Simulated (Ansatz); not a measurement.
A structure relaxed at PBE-D4/def2-SVP in Ansatz, charge 0, doublet:

```xyz
7

Rb    0.465    0.246   -2.284
Rb   -2.434    4.145    2.001
Rb    1.583   -3.860   -0.226
Rb   -0.266    0.008    1.645
Br   -1.174   -2.292   -0.763
Br   -0.840    2.595   -0.419
Br    2.667   -0.842    0.047
```

Problem. Give its formula.

Solution. the cluster Rb₄Br₃.

Problem. Summarise the bond lengths by kind (pairs closer than 1.2 times the sum of covalent radii, bridged metal pairs left out).

Solution. 9 × Br–Rb 3.22 to 3.45 Å.

In the def2 sets Rb takes a core potential; there is no spin–orbit coupling. Another isomer (doublet) lies 0.47 eV lower at PBE0-D4/def2-TZVP; other spin states weren't run for this one.
